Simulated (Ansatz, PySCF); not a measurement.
C4H4ClF, SMILES C=C(F)/C=C\Cl. Atoms are numbered in the order given.

```xyz
10

C     -2.5307    -0.7875    -0.1705
C     -1.2828    -0.3141    -0.0402
F     -1.0868     0.8570     0.5824
C     -0.0889    -0.9852    -0.5326
C      1.2012    -0.6158    -0.4636
Cl     1.8377     0.8210     0.2595
H     -3.3785    -0.2271     0.2253
H     -2.7087    -1.7376    -0.6737
H     -0.2816    -1.9368    -1.0353
H      1.9804    -1.2491    -0.8923
```

Coordinates come from a B3LYP-D3(BJ)/def2-SVP optimisation. The structure was generated by enumeration; whether it is a known compound was not checked. One conformer was computed; it need not be the lowest.

Two levels are set side by side: PBE-D3(BJ)/def2-SVP (Ansatz, a quantum-chemistry and plane-wave program) and B3LYP-D3(BJ)/def2-SVP (Ansatz). Each level has its own optimised geometry; the coordinates shown are those of the second. Frequencies come from the Hessian of PySCF at each geometry. Differences are taken from unrounded values.

```json
[
 {"quantity": "mean bond length (Å)", "B3LYP-D3(BJ)": "1.286"},
 {"quantity": "bond C1–C2 (Å)", "B3LYP-D3(BJ)": "1.341"},
 {"quantity": "bond C2–F3 (Å)", "B3LYP-D3(BJ)": "1.341"},
 {"quantity": "bond C2–C4 (Å)", "B3LYP-D3(BJ)": "1.455"},
 {"quantity": "bond C4–C5 (Å)", "B3LYP-D3(BJ)": "1.344"},
 {"quantity": "bond C5–Cl6 (Å)", "B3LYP-D3(BJ)": "1.730"},
 {"quantity": "bond C1–H7 (Å)", "B3LYP-D3(BJ)": "1.091"},
 {"quantity": "bond C1–H8 (Å)", "B3LYP-D3(BJ)": "1.090"},
 {"quantity": "bond C4–H9 (Å)", "B3LYP-D3(BJ)": "1.093"},
 {"quantity": "bond C5–H10 (Å)", "B3LYP-D3(BJ)": "1.092"},
 {"quantity": "highest harmonic wavenumber (cm⁻¹)", "B3LYP-D3(BJ)": "3283"},
 {"quantity": "mean harmonic wavenumber (cm⁻¹)", "B3LYP-D3(BJ)": "1256"},
 {"quantity": "zero-point energy (kcal/mol)", "B3LYP-D3(BJ)": "43.09"}
]
```

Q: What does PBE-D3(BJ) give, and how far is it from B3LYP-D3(BJ)? (An estimate is asked for; the answer gives what the named calculation found.)

A: 
```
quantity                            PBE-D3(BJ)  PBE-D3(BJ) minus B3LYP-D3(BJ)
----------------------------------  ----------  -----------------------------
mean bond length (Å)                     1.293                          0.006
bond C1–C2 (Å)                           1.352                          0.011
bond C2–F3 (Å)                           1.347                          0.006
bond C2–C4 (Å)                           1.455                         -0.001
bond C4–C5 (Å)                           1.355                          0.011
bond C5–Cl6 (Å)                          1.727                         -0.002
bond C1–H7 (Å)                           1.098                          0.008
bond C1–H8 (Å)                           1.097                          0.008
bond C4–H9 (Å)                           1.101                          0.008
bond C5–H10 (Å)                          1.100                          0.009
highest harmonic wavenumber (cm⁻¹)        3224                            -59
mean harmonic wavenumber (cm⁻¹)           1220                            -35
zero-point energy (kcal/mol)             41.87                          -1.22
```

GGA bonds tend to be longer and softer than those of functionals with exact exchange. Differences between two approximate levels are no errors against the true value.
